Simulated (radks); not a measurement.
The mean radii <r> (bohr) of the occupied orbitals of an atom or ion are listed with their occupations. All-electron calculation, Dirac Kohn-Sham, Slater X-alpha with alpha = 0.833, spin-unpolarised, spherical densities, finite nucleus; Fermi nuclear charge, rms radius of each element as measured or else 0.836 A^(1/3) + 0.57 fm. Program: a radial shooting solver on a logarithmic mesh with Libxc functionals.

orbital  occ.      <r>
1s1/2       2  0.02456
2s1/2       2   0.1046
2p1/2       2  0.08775
2p3/2       4  0.09395
3s1/2       2   0.2776
3p1/2       2   0.2671
3p3/2       4   0.2793
3d3/2       4   0.2501
3d5/2       6   0.2539
4s1/2       2   0.6343
4p1/2       2   0.6521
4p3/2       4   0.6793
4d3/2       4   0.7317
4d5/2       6   0.7414
5s1/2       2    1.500
5p1/2       2    1.679
5p3/2       4    1.761
4f5/2       1    1.038
6s1/2       2    4.224
5d3/2       1    2.774

Name the element and its charge. Open shells, if any, fill j = l - 1/2 first.

Answer. Z = 58, cerium, charge 0: Ce in [Xe] 4f1 5d1 6s2. The 1s radius gives Z: for a bare nucleus <r> = (2 gamma + 1)/(2Z) with gamma = sqrt(1 - (Z/c)^2), 0.02424 bohr for Z = 58, and screening makes it slightly larger (0.02456 here). The occupations add up to 58, and the charge is Z minus that.
